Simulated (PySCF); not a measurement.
# Unknown compound

An unknown has the formula C2H11O2PSi3. Its calculated NMR data are:

¹H NMR (400 MHz, computed): δ 4.58 (m, 2H), 4.24 (m, 6H), 3.99 (s, 3H).

¹³C{¹H} NMR (computed): δ 192.9 (C), 53.5 (CH3).

Relativity neglected, in vacuum, a single conformation, equivalent nuclei averaged. NMR shieldings at PBE0/pcSseg-1/GIAO; structure optimised with GFN2-xTB; PySCF 2.14.0 with density-fitted response routines.

References, each an isolated molecule treated in the same way: ¹H (31.72 ppm), ¹³C (186.93 ppm) against TMS.

What is the structure?

Results:


1. 2 carbon signals for 2 carbons: no two carbons are equivalent.
2. Carbon types of the structure: 1 × C, 1 × CH3, leaving 8 H on heteroatoms.
3. δC 192.9: carbonyl carbon.
4. δC 53.5: methyl carbon bonded to O; deshielded by the electronegative neighbour.
5. δH 4.58: hydrogen on a silicon bonded to C, P.
6. δH 4.24: hydrogen on a silicon bonded to P.
7. δH 3.99: hydrogen on a methyl carbon bonded to O; its carbon carries O, which withdraws density.

These data were computed for `COC(=O)[SiH2]P([SiH3])[SiH3]`.

The data come from this structure; uniqueness wasn't tested.

Splittings by ³¹P in the carbon and heteronuclear signals aren't shown, as no couplings were computed. Shifts are as computed. Against solution values, carbons near 30 ppm lie about +3 ppm off and those near 130 ppm about +5 ppm. Of 1309 compounds with measured shifts, 239 miss one by over three times the rms of a fit or turn the order of signals round; such compounds aren't used in these exercises. Multiplicities follow the n + 1 count of equivalent neighbours, as no J values were calculated; m marks all less simple cases, F and P coupling included.
